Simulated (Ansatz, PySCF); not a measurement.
Noncovalent pair: C2H2 (SMILES C#C) (first 4 atoms) with HI (SMILES I); geometry from B3LYP-D3(BJ)/def2-TZVP.
(charge 0, multiplicity 1):
```xyz
6

C     -0.3317     0.1449     0.2793
C      0.8603     0.2362     0.3497
H     -1.3899     0.0640     0.2155
H      1.9186     0.3174     0.4106
I      0.0350    -0.0759     4.3969
H      0.1292     0.0276     2.7810
```

Interaction energies are E(AB) − E(A) − E(B) at the monomers' geometry in the complex; basis-set methods are counterpoise corrected.

Cores are frozen in the correlated methods. Filled d and f shells under p-block atoms count as core.

Codes used: Ansatz (Gaussian orbitals); PySCF for the dispersion terms.  In def2 rows elements past Kr take small-core potentials, without spin–orbit coupling.

What is the computed interaction energy (CCSD(T)/def2-SVPD)?

-1.0 kcal/mol

Predict the interaction energy from r2SCAN-D4/def2-TZVPPD.

-2.3 kcal/mol

Give the interaction energy at the level SVWN5/def2-TZVPPD.

-3.9 kcal/mol

Ansatz is an electronic-structure program.
